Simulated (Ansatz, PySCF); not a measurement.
Molecule: AsH$_{5}$ (charge 0, singlet). SMILES: [AsH5]
Geometry: optimised at B3LYP-D3(BJ)/def2-TZVP (Ansatz, a first-principles code).

Wanted: vertical triplet-singlet gap, E(triplet) - E(singlet), in eV. Conventions: LANL2DZ with its own core potentials from Na on; non-relativistic; open shells spin-unrestricted; six Cartesian d functions in 6-31G* and its kin unless marked 5d; no dispersion term unless named; no spin-orbit coupling; frozen cores in correlated levels (noble-gas shells and the d and f shells of earlier blocks); each state is the SCF solution reached for its charge and spin. First-principles rows: single points at B3LYP-D3(BJ) geometries (Ansatz). A UHF reference is markedly spin-contaminated in at least one set, which strains HF and MP2. Levels can end on unlike triplets.

```csv
level,program,"vertical triplet-singlet gap, E(triplet) - E(singlet) (eV)"
HF/6-31G*,Ansatz,4.86
HF/6-31G* with LANL2DZ past Ar,Ansatz,4.15
PBE/6-31G*,Ansatz,3.97
PBE/6-31G* with LANL2DZ past Ar,Ansatz,3.80
B3LYP/STO-3G,Ansatz,7.00
B3LYP/3-21G,Ansatz,4.36
B3LYP/6-31G*,Ansatz,4.15
B3LYP/6-31G* with LANL2DZ past Ar,Ansatz,4.00
M06-2X/6-31G* with LANL2DZ past Ar (5d),PySCF,4.27
MP2/6-31G*,Ansatz,4.56
MP2/6-31G* with LANL2DZ past Ar,Ansatz,4.35
wB97X-V/def2-TZVPD,Ansatz,3.93
```

No value to compare with is used here. The 11 habitual levels span 3.80 (PBE/6-31G* with LANL2DZ past Ar) to 7.00 eV (B3LYP/STO-3G); wB97X-V/def2-TZVPD gives 3.93.

The levels are drawn from those run, B3LYP/6-31G* more often than the rest, none by its result; left out are runs that failed, that the program found above a lower state of the same kind, or whose <S^2> lies over 0.5 above the pure value.
